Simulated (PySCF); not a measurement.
## How methods differ on the electron affinity of Cu

Cu⁻ [Ar] 3d10 4s2 → Cu [Ar] 3d10 4s1 [4s1/2^1, M_J = 1/2], as a difference of total energies. Computed with PySCF 2.14 in x2c-SVPall-2c with one added diffuse shell each of s, d type (6s5p4d1f, 48 functions), with the two-component X2C-1e Hamiltonian. Correlated levels: [Ne] frozen; the 6 highest virtual spinors dropped. "Screened" scales the spin-orbit matrix elements by Boettger's factors to mimic the two-electron term; Breit and QED terms are absent.

```csv
method,electron affinity (eV)
GHF (screened spin-orbit),0.015
GMP2 (screened spin-orbit),0.612
```

Q: How much does correlation contribute at GMP2 (screened spin-orbit)?

A: 0.612 − (0.015) = 0.597 eV, measured against GHF (screened spin-orbit).

Errors of the correlated levels include the incompleteness of this basis, which has no added diffuse functions for the anion, and the frozen core.

For comparison: 1.236 eV (measured; photodetachment measurements, as compiled on the Wikipedia data page of electron affinities).
